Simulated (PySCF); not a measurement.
**How methods differ on the excitation energy of Cd**

Cd [Kr] 4d10 5s2 (1S) → Cd [Kr] 4d10 5s1 6s1 (3S), as a difference of total energies. Calculation: PySCF 2.14, in aug-cc-pVQZ-PP with ECP28MDF (7s7p6d4f3g2h, 135 functions); scalar relativity through the core potential. Correlated levels: valence: 4s2 4p6 frozen. The calculations carry no spin-orbit coupling.

Problem. Order these methods by the excitation energy they give, lowest first.
A. LDA
B. LC-wPBE
C. r2SCAN
D. UHF

Solution. D (4.931 eV), B (5.916 eV), C (6.338 eV), A (6.754 eV).

For comparison: 6.383 eV (measured; NIST levels).
